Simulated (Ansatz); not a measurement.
`C[O][AlH][Br]` + H₂S → `[SH][AlH][Br]` + CH₃OH at 400 K and 1 bar (ligand exchange at the Al–O bond).

Computed with Ansatz on PBE0-D4/def2-TZVP structures; ΔE is electronic, products minus reactants. CCSD(T)/CBS is the MP2 limit (def2-TZVPP, def2-QZVPP) plus CCSD(T) − MP2 in def2-TZVPP, frozen cores. This one scheme is used for every species. For Br outer-core shells are correlated without core-valence functions, which leaves a few kJ/mol of doubt a bond. Scalar relativity is left out up to krypton. Each species was taken in one conformer, which may not be the lowest.

```tsv
species	CCSD(T)/CBS energy (Eh)	H − E (kJ/mol)	S (J/(mol·K))
`C[O][AlH][Br]`	-2931.07194	160.9	372.3
H₂S	-398.97279	53.4	215.9
`[SH][AlH][Br]`	-3214.41891	69.9	338.2
CH₃OH	-115.61712	151.2	252.6
```

H − E and S are ideal-gas, rigid-rotor, harmonic terms from PBE0-D4/def2-TZVP, for one conformer and one mirror image of each species. 1 Eh = 2625.50 kJ/mol, R = 8.31446 J/(mol·K).

**Question.** By hand: ΔE, ΔH, ΔS and ΔG.

**Answer.** ΔE = (-3214.41891) + (-115.61712) − (-2931.07194) − (-398.97279) = 0.00870 Eh = 22.8 kJ/mol. Δ(H − E) = 69.9 + 151.2 − 160.9 − 53.4 = 6.8, so ΔH = 29.6 kJ/mol. ΔS = 338.2 + 252.6 − 372.3 − 215.9 = 2.6 J/(mol·K). ΔG = 29.6 − 400 × (2.6)/1000 = 28.6 kJ/mol.

**Question.** By hand: the equilibrium constant, and the temperature at which ΔG would vanish if ΔH and ΔS stayed fixed.

**Answer.** log₁₀ K = −ΔG/(RT ln 10) = -3.7. ΔG = 0 at ΔH/ΔS = 11385 K, far beyond where these terms or the molecules hold.

The number of gas molecules stays the same, so ΔS is small and ΔH decides. A doubt of 5 kJ/mol in ΔE shifts log₁₀ K by 0.7 here. Other conformers and mirror images would add mixing entropy, several J/(mol·K) or more a flexible species. These are equilibria of isolated gas molecules and say nothing of rates. Largest T1 diagnostic: 0.010 (customary marks: 0.02 for closed shells, 0.045 for open ones).
